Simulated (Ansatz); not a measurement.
`COBF` + H₂O → `COBO` + H–F at 500 K and 1 bar (formal hydrolysis of a B–F bond).

Isolated molecules relaxed with PBE0-D4/def2-TZVP in Ansatz; ΔE leaves out vibrations. CCSD(T)/CBS is the MP2 limit (def2-TZVPP, def2-QZVPP) plus CCSD(T) − MP2 in def2-TZVPP, frozen cores. This one scheme is used for every species. Each species was taken in one conformer, which may not be the lowest.

| species | CCSD(T)/CBS energy (Eh) | H − E (kJ/mol) | S (J/(mol·K)) |
| --- | --- | --- | --- |
| `COBF` | -240.31409 | 185.8 | 333.5 |
| H₂O | -76.37941 | 73.2 | 206.3 |
| `COBO` | -216.29255 | 220.6 | 342.1 |
| H–F | -100.39570 | 39.4 | 188.7 |

H − E and S are ideal-gas, rigid-rotor, harmonic terms from PBE0-D4/def2-TZVP, for one conformer and one mirror image of each species. 1 Eh = 2625.50 kJ/mol, R = 8.31446 J/(mol·K).

**Question.** By hand: ΔE, ΔH, ΔS and ΔG.

**Answer.** ΔE = (-216.29255) + (-100.39570) − (-240.31409) − (-76.37941) = 0.00525 Eh = 13.8 kJ/mol. Δ(H − E) = 220.6 + 39.4 − 185.8 − 73.2 = 1.0, so ΔH = 14.8 kJ/mol. ΔS = 342.1 + 188.7 − 333.5 − 206.3 = -9.0 J/(mol·K). ΔG = 14.8 − 500 × (-9.0)/1000 = 19.3 kJ/mol.

**Question.** By hand: the equilibrium constant, and the temperature at which ΔG would vanish if ΔH and ΔS stayed fixed.

**Answer.** log₁₀ K = −ΔG/(RT ln 10) = -2.0. ΔH and −TΔS have one sign here, so there is no such temperature.

The number of gas molecules stays the same, so ΔS is small and ΔH decides. A doubt of 5 kJ/mol in ΔE shifts log₁₀ K by 0.5 here. Other conformers and mirror images would add mixing entropy, several J/(mol·K) or more a flexible species. These are equilibria of isolated gas molecules and say nothing of rates. Largest T1 diagnostic: 0.013 (customary marks: 0.02 for closed shells, 0.045 for open ones).

ΔS is within the doubt of such terms, so its sign, and with it that verdict, could turn.
